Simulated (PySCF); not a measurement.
**Rh: excitation energy**

Rh [Kr] 4d8 5s1 (4F) → Rh [Kr] 4d8 5p1 (high-spin determinant), as a difference of total energies. All numbers are calculated (PySCF 2.14, scalar relativity through the core potential, in aug-cc-pVDZ-PP with ECP28MDF (5s5p4d2f, 54 functions)). Correlated levels: valence: 4s2 4p6 frozen. The calculations carry no spin-orbit coupling.

| method | excitation energy (eV) |
| --- | --- |
| UHF | 3.014 |
| MP2 (valence) | 3.559 |
| SCS-MP2 (valence) | 3.452 |
| CCSD (valence) | 3.460 |
| CCSD(T) (valence) | 3.466 |

Question: How much does correlation contribute at CCSD(T) (valence)?

Answer: 3.466 − (3.014) = 0.452 eV, measured against UHF.

The determinant of the upper state mixes LS terms, which raises its energy above the lowest term, most at the Hartree-Fock and MP2 levels.
